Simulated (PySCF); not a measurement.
A survey of 29Si NMR shifts

Computed data (PySCF 2.14): shielding tensors at PBE0/pcSseg-1 (GIAO), GFN2-xTB structure. A single conformation, non-relativistic, no solvent model, equivalent nuclei averaged.

Shieldings were converted by a linear fit to measured shifts: 29Si (scatter 8.9 ppm rms, 25.8 ppm with the 6 outliers that the fit left out vs TMS, solution or neat liquid). Occasional misses reach two or three times the rms, and more in compound classes unlike the fitted ones.

Q: Give the 29Si shifts of `C=C(C)[SiH2]CC[SiH3]`, `F[SiH](F)[SiH2]P`, `[SiH3]C[SiH2]C[SiH2]Cl`, `CC(C)/C=C/[SiH2][SiH3]`, `C/C(C#N)=N/[SiH2]CC(=O)O`.

A: 
```csv
compound,environment,δ (ppm)
[CH2:1]=[C:2]([CH3:3])[SiH2:4][CH2:5][CH2:6][SiH3:7],"Si4: silicon bonded to 2 C, 2 H",-41.7
[CH2:1]=[C:2]([CH3:3])[SiH2:4][CH2:5][CH2:6][SiH3:7],"Si7: silicon bonded to C, 3 H",-62.1
[F:1][SiH:2]([F:3])[SiH2:4][PH2:5],"Si2: silicon bonded to 2 F, Si, H",5.6
[F:1][SiH:2]([F:3])[SiH2:4][PH2:5],"Si4: silicon bonded to P, Si, 2 H",-88.7
[SiH3:1][CH2:2][SiH2:3][CH2:4][SiH2:5][Cl:6],"Si5: silicon bonded to C, Cl, 2 H",-19.0
[SiH3:1][CH2:2][SiH2:3][CH2:4][SiH2:5][Cl:6],"Si3: silicon bonded to 2 C, 2 H",-45.8
[SiH3:1][CH2:2][SiH2:3][CH2:4][SiH2:5][Cl:6],"Si1: silicon bonded to C, 3 H",-68.9
[CH3:1][CH:2]([CH3:3])/[CH:4]=[CH:5]/[SiH2:6][SiH3:7],"Si6: silicon bonded to C, Si, 2 H",-69.6
[CH3:1][CH:2]([CH3:3])/[CH:4]=[CH:5]/[SiH2:6][SiH3:7],"Si7: silicon bonded to Si, 3 H",-104.5
C/C(C#N)=N/[SiH2]CC(=O)O,"silicon bonded to C, N, 2 H",-32.9
```
